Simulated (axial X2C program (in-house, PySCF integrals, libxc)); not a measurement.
## What spin–orbit coupling does to TeI

Computed with an axial X2C code built on PySCF integrals. Spin-free means the one-electron spin-free X2C Hamiltonian; two-component (2c) means X2C with spin–orbit coupling and atomic mean-field two-electron Coulomb and Gaunt terms, so the difference of the two also holds small scalar two-electron terms. Basis: I dyall-cv3z [11s12p8d4f1g], Te dyall-cv3z [11s12p8d4f1g] (cores contracted in-house); Gaussian nuclei, density fitting, unrestricted open shells. Masses: I 126.904 u, Te 129.906 u.

Spin-free state: M_S = 1/2, Λ = 1 (beyond evenly filled blocks: π+α, π+β, π-α); fragments I + Te.

```json
{"level": "PBE0", "Re (Å)": "2.645", "ωe (cm⁻¹)": "224.1", "De (eV)": "2.199", "μ (D)": "0.33"}
{"level": "PBE50", "Re (Å)": "2.626", "ωe (cm⁻¹)": "232.1", "De (eV)": "2.005", "μ (D)": "0.52"}
```

Dipoles are positive if Te is the positive end.

Question: Within this multiplet, which Ω should lie lowest by the rule for regular and inverted multiplets?

Answer: The open π shell holds three electrons, one hole, so the multiplet is inverted: Ω = Λ + 1/2 = 3/2. The PBE0 2c search agrees.

Two-component determinant lowest at the distance of the search:

Ω = 3/2 (⟨Sz⟩ = 0.50, ⟨Lz⟩ = 1.00 at PBE0); fragments I + Te.

| level | Re (Å) | ωe (cm⁻¹) | De (eV) | μ (D) |
| --- | --- | --- | --- | --- |
| PBE0 | 2.656 | 217.9 | 1.979 | 0.35 |
| PBE50 | 2.635 | 226.8 | n/a | 0.54 |

Question: From the two tables, how do the constants change at the PBE0 level (2c against spin-free)?

Answer: At the PBE0 level Re goes up by 0.011 Å and ωe goes down by 6.2 cm⁻¹; De changes by -0.220 eV.

The state is a single determinant with fixed occupations, the lowest that a limited PBE0 search found. De is counted from the lowest determinant-based energies of the atoms at the same level, without counterpoise correction. De is not given where an atomic determinant may have missed its ground term or J level, or where the truncated virtual space spoils (T). Density functionals use the spin component along the axis (collinear). Without a current term, density functionals place determinants with orbital angular momentum somewhat too high.
